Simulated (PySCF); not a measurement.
From one molecule to another.

First species: C5H11NOSi2.
InChI=1S/C5H11NOSi2/c1-5(2)3-7-9(8)4-6/h9H,1,3H2,2,8H3/t9-/m0/s1

Second species: C7H11ClO.
SMILES with atom numbers: `[CH3:1][CH2:2][C@@:3]1([C:4](=[O:5])[Cl:6])[CH2:7][C@H:8]1[CH3:9]` (hydrogens: H10, H11, H12 on C1; H13, H14 on C2; H15, H16 on C7; H17 on C8; H18, H19, H20 on C9)

Levels: PBE0/pcSseg-1 for dipole moment, HOMO energy, LUMO energy and HOMO–LUMO gap; GFN2-xTB for rotational constant A and rotational constant C. Geometries: GFN2-xTB. Each structure is a single optimised conformer of the isolated species, non-relativistic unless stated; the electronic structure was computed with PySCF and density fitting.

Dipoles, sizes and rotational constants follow the conformer. The torsions of the flexible species, by atom-mapped SMILES:
- `[CH2:1]=[C:2]([CH3:3])[CH2:4][O:5][Si@@H:6]([SiH3:7])[C:8]#[N:9]`: C1–C2–C4–O5 0°, C2–C4–O5–Si6 151°, C4–O5–Si6–Si7 -168°
- `[CH3:1][CH2:2][C@@:3]1([C:4](=[O:5])[Cl:6])[CH2:7][C@H:8]1[CH3:9]`: C1–C2–C3–C4 -71°, C2–C3–C4–O5 -9°

Values for the first species:

```
Dipole moment         : 3.19 D
HOMO energy           : -7.40 eV
LUMO energy           : -1.30 eV
HOMO–LUMO gap         : 6.10 eV
Rotational constant A : 1.551 GHz
Rotational constant C : 0.511 GHz
```

(1) Estimate the same properties for the second species, and the change in each.

Answers

(1) 
| property | first | second | second less first |
| --- | --- | --- | --- |
| dipole moment | 3.19 D | 3.71 D | +0.52 D |
| HOMO energy | -7.40 eV | -8.17 eV | -0.77 eV |
| LUMO energy | -1.30 eV | -0.84 eV | +0.46 eV |
| HOMO–LUMO gap | 6.10 eV | 7.33 eV | +1.23 eV |
| rotational constant A | 1.551 GHz | 1.618 GHz | +0.067 GHz |
| rotational constant C | 0.511 GHz | 0.839 GHz | +0.328 GHz |

On the first: The dipole matches unit charges of opposite sign 0.66 Å apart (1 e·Å = 4.8032 D).

On the second: A dipole of 3.71 D is allowed in C1, and pure rotational transitions are dipole-allowed. The dipole equals about 12.4 × 10⁻³⁰ C·m (1 D = 3.33564 × 10⁻³⁰ C·m).
